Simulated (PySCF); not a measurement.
Gas-phase reaction: 2 GeF4 + Ge3H8 + 2 HF → 5 GeH2F2

Method: PySCF energies plus ideal-gas RRHO corrections (1 bar). † marks an energy on the PBE0/def2-TZVP geometry and frequencies; other levels use their own. MP2 freezes the core. 6-31G* has spherical d functions here. All species are closed-shell singlets. Ge: all electrons, no relativistic terms. GeH2F2: computed as isolated molecules; such fragments, hydroxides, amides, oligomers or adducts are transient or little studied in the gas. MP2 isn't extrapolated to the basis-set limit; its ΔH°(298 K) is -95.5 kJ in def2-SVP and -62.3 kJ in def2-TZVPP. The harmonic model lacks anharmonicity and excited electronic states, which grow with temperature; levels with a mode under 35 cm⁻¹ are left out. Internal rotation in Ge3H8 is treated as a harmonic vibration of one conformer, which makes the entropy rough.

```tsv
level	ΔE electronic, kJ	ΔH°(298 K), kJ	ΔS°(298 K), J/K	ΔG°(800 K), kJ
BLYP/def2-TZVP†	-133	-140	46	-168
HF/6-31G*	-166	-169	48	-197
HF/def2-TZVP†	-141	-148	46	-176
MP2/def2-SVP†	-89	-96	46	-123
PBE/def2-SVP	-118	-124	41	-148
PBE/def2-TZVP†	-86	-93	46	-121
PBE0/def2-QZVP†	-69	-76	46	-104
LDA/def2-TZVP†	-62	-69	46	-97
```
ΔH° is lowest at HF/6-31G* and highest at LDA/def2-TZVP†. No reference value is set beside these.
